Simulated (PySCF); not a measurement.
Structure from 2D NMR

Compound of formula C$_{11}$H$_{20}$AlP. Correlations simulated from computed shifts and the bond graph:

HSQC (one-bond C–H):
```
   δH     δC
 7.47  133.6
 7.45  132.1
 7.40  132.8
 1.36   11.2
-0.79  -13.0
```

COSY cross peaks (H two or three bonds apart, from the bond graph; peaks can be absent where the dihedral angle is near 90°):
```
  δH    δH
7.47  7.45
7.45  7.40
```

HMBC (two and three bonds, from the bond graph):
```
   δH                          δC
 7.47  137.4, 133.6, 132.8, 132.1
 7.45  137.4, 133.6, 132.8, 132.1
 7.40                133.6, 132.1
 1.36                 137.4, 11.2
-0.79                       -13.0
```

Carbons without hydrogens: δ 137.4.

PySCF 2.14 calculation with shielding tensors at PBE/pcSseg-1 (GIAO) and PBE0-D3(BJ)/def2-SVP structure; one averaged value for each set of equivalent atoms, non-relativistic, no solvent, a single conformation.

Scale: ¹H (σ = 31.20 ppm) and ¹³C (σ = 180.03 ppm) against TMS (reference shieldings calculated alike).

Exchangeable hydrogens are left out of these lists.

Work out the connectivity.

## Answers

`InChI=1S/C8H11P.3CH3.Al/c1-9(2)8-6-4-3-5-7-8;;;;/h3-7H,1-2H3;3*1H3;`.

Structure with atom numbers: `[CH3:1][Al-:2]([CH3:3])([CH3:4])[P+:5]([CH3:6])([CH3:7])[c:8]1[cH:9][cH:10][cH:11][cH:12][cH:13]1`; H(Xn) means a hydrogen on atom n.

1. δC 137.4 is C8, a substituted aromatic carbon.
2. δC 133.6 is C9/C13, an aromatic CH (δH 7.47).
3. δC 132.8 is C11, an aromatic CH (δH 7.40).
4. δC 132.1 is C10/C12, an aromatic CH (δH 7.45).
5. δC 11.2 is C6/C7, a methyl carbon bonded to P (δH 1.36).
6. δC -13.0 is C1/C3/C4, a methyl carbon bonded to Al (δH -0.79).
7. HMBC from δH 7.47 reaches the proton-free carbon C8.
8. HMBC from δH 7.45 reaches the proton-free carbon C8.
9. HMBC from δH 1.36 reaches the proton-free carbon C8.
10. COSY links 7.47–7.45, 7.45–7.40.

The data come from this structure; uniqueness wasn't tested.

Shifts are as computed. Against solution values, carbons near 30 ppm lie about +2 ppm off and those near 130 ppm about +2 ppm. Of 1211 compounds with measured shifts, 218 miss one by over three times the rms of a fit or turn the order of signals round; such compounds aren't used in these exercises.
